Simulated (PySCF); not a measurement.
**Structure from 2D NMR**

Compound of formula C2H11O2PSi3. Correlations simulated from computed shifts and the bond graph:

HSQC (one-bond C–H):
| δH | δC |
| --- | --- |
| 12.70 | 257.2 |
| 0.31 | -5.2 |

COSY cross peaks (H two or three bonds apart, from the bond graph; peaks can be absent where the dihedral angle is near 90°):
| δH | δH |
| --- | --- |
| 12.70 | 5.17 |
| 5.17 | 4.67 |
| 4.67 | 1.38 |
| 4.67 | 0.31 |

HMBC (two and three bonds, from the bond graph):
| δH | δC |
| --- | --- |
| 5.17 | 257.2, -5.2 |
| 4.67 | 257.2, -5.2 |
| 1.38 | -5.2 |

- coordinates at the GFN2-xTB level
- σ from GIAO-PBE0/pcSseg-1
- program: PySCF 2.14.0 with density-fitted response routines
- non-relativistic, equivalent nuclei averaged, a single conformation, gas phase

Chemical shifts δ = σref − σ; 1H (σref 31.72) and 13C (σref 186.93) against TMS, all at this level.

Exchangeable hydrogens are left out of these lists.

Problem. Which molecule is this?

Solution. `C[Si@@H](P)[Si@H](C=O)O[SiH3]`.

Atom-mapped SMILES (the numbers label the heavy atoms): `[CH3:1][Si@@H:2]([PH2:3])[Si@H:4]([CH:5]=[O:6])[O:7][SiH3:8]`. Hydrogens are named by the atom that carries them.

δC 257.2 is C5, a carbonyl carbon (δH 12.70). δC -5.2 is C1, a methyl carbon bonded to Si (δH 0.31). COSY links 12.70–5.17, 5.17–4.67, 4.67–1.38, 4.67–0.31.

This is the structure that produced the data.

Shifts are as computed. Against solution values, carbons near 30 ppm lie about +3 ppm off and those near 130 ppm about +5 ppm. Of 1211 compounds with measured shifts, 218 miss one by over three times the rms of a fit or turn the order of signals round; such compounds aren't used in these exercises.
